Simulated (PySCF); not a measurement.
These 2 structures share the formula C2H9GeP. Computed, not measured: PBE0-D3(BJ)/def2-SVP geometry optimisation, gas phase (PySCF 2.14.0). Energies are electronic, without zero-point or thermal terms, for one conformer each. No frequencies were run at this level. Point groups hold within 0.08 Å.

Question: Rank from lowest to highest electronic energy at this level (kJ/mol).
A. `[CH3:1][CH2:2][GeH2:3][PH2:4]` with C1–C2–Ge3–P4 58°, C2–Ge3–P4–H -174° and -80°
B. `C[P](C)[GeH3]`

Answer: A (0.0), B (3.1).

Neighbours under 10 kJ/mol apart (C[CH2][GeH2][PH2] and C[P](C)[GeH3]) can change places with a better method, another conformer or zero-point energy.

```csv
SMILES,E (Eh),E rel (kJ/mol),dipole (D),point group,"A, B, C (MHz)"
C[CH2][GeH2][PH2],-2499.07625,0.0,1.11,C1,"4410, 2284, 1642"
C[P](C)[GeH3],-2499.07507,3.1,1.28,Cs,"5325, 1983, 1676"
```

Question: As an exercise, what shares would exp(−E/RT) give at 298.15 K from these electronic energies alone (no entropy, no degeneracies)?

Answer: RT = 2.479 kJ/mol: C[CH2][GeH2][PH2] 77.9 %, C[P](C)[GeH3] 22.1 %.
